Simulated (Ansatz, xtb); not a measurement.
# GeH9NSi2: which of two isomers lies lower

Structure I is `N[SiH2][GeH2][SiH3]`, a singlet and structure II is `[NH2][GeH2][SiH2][SiH3]`, a singlet. Both are isolated molecules in the gas phase, relaxed with PBE0-D3(BJ)/def2-SVP, each in the lowest conformer that the search found.

Question: Estimate E(II) − E(I) at the level CCSD(T)/def2-SVP + ΔMP2/def2-TZVPP.

Answer: Calculated at CCSD(T)/def2-SVP + ΔMP2/def2-TZVPP: E(II) − E(I) = +13.2 kcal/mol, so structure I lies lower.

Level by level:

```
                             level              geometry  E(II) − E(I) (kcal/mol)  departure from the last row (kcal/mol)  job, with rough time for the two
              PBE0-D3(BJ)/def2-SVP  PBE0-D3(BJ)/def2-SVP                     +11.3                                    −1.8             optimisation, 5.2 min
                       HF/def2-SVP  PBE0-D3(BJ)/def2-SVP                     +12.4                                    −0.7           part of the CCSD(T) run
                      MP2/def2-SVP  PBE0-D3(BJ)/def2-SVP                     +11.2                                    −2.0           part of the CCSD(T) run
                  CCSD(T)/def2-SVP  PBE0-D3(BJ)/def2-SVP                     +10.5                                    −2.7                      single point
CCSD(T)/def2-SVP + ΔMP2/def2-TZVPP  PBE0-D3(BJ)/def2-SVP                     +13.2                                                       single point, 2 min
```

As drawn, II has 1 Ge–N, 1 Si–Si in place of 1 N–Si, 1 Ge–Si.

None of the levels shown reverses the order. The largest departure from CCSD(T)/def2-SVP + ΔMP2/def2-TZVPP is that of CCSD(T)/def2-SVP, 2.7 kcal/mol. A small imaginary or near-zero mode remains, so no thermal terms are given. Levels run at GFN2-xTB geometries aren't shown. The last row adds to CCSD(T) the change of the MP2 difference between the two basis sets, here +2.7 kcal/mol.

The correlated steps freeze 20 core orbitals; the filled d shell of Ge is correlated, in a basis made for valence electrons. Run with Ansatz 0.2.0, xtb 6.7.1; the last row on 2 threads of Intel(R) Xeon(R) Processor @ 2.50GHz (Skylake/Cascade Lake) on a shared host.
